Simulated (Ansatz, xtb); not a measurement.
## Ligand exchange: HI + NaNH2 → NH3 + NaI

Species: HI (hydrogen iodide), singlet; NaNH2 `[NH2][Na]`, singlet; NH3 (ammonia) `N`, singlet; NaI (Sodium Iodide), singlet. The partners trade I for NH2: H–I and Na–NH2 bonds give way to H–NH2 and Na–I.

Shapes, held fixed at every level: PBE0-D4/def2-TZVP. Programs: Ansatz 0.2.0, xtb 6.7.1. The zero-point and thermal change to 298 K, harmonic and unscaled (PBE0-D4/def2-TZVP), is +18.6 kJ/mol.

Estimate ΔH(298 K) of this reaction.

The highest level, CCSD(T)/def2-TZVPP, gives ΔH(298 K) = -235.5 kJ/mol; the levels span -258.0 to +79.1. They disagree on the sign: 1 of 9 are positive. GFN0-xTB strays far from the other rows. The column of differences is taken from that level and isn't an error. No measured value is set beside it here. For atoms past krypton def2 sets carry core potentials with scalar relativity. Correlated rows may include outer-core shells of I, Na, which these sets cover unevenly.

```
               level                   kind  ΔH(298 K) (kJ/mol)  less CCSD(T)/def2-TZVPP
            GFN0-xTB         semi-empirical               +79.1                   +314.6
r2SCAN-D4/def2-TZVPP               meta-GGA              -241.9                     -6.4
 B3LYP-D4/def2-TZVPP          global hybrid              -234.2                     +1.3
  PBE0-D4/def2-TZVPP          global hybrid              -245.2                     -9.7
   B2PLYP/def2-TZVPP          double hybrid              -237.3                     -1.8
        MP2/def2-SVP    perturbation theory              -258.0                    -22.5
       CCSD/def2-SVP  coupled cluster or CI              -255.8                    -20.3
     CCSD/def2-TZVPP  coupled cluster or CI              -240.3                     -4.8
  CCSD(T)/def2-TZVPP  coupled cluster or CI              -235.5                      0.0
```
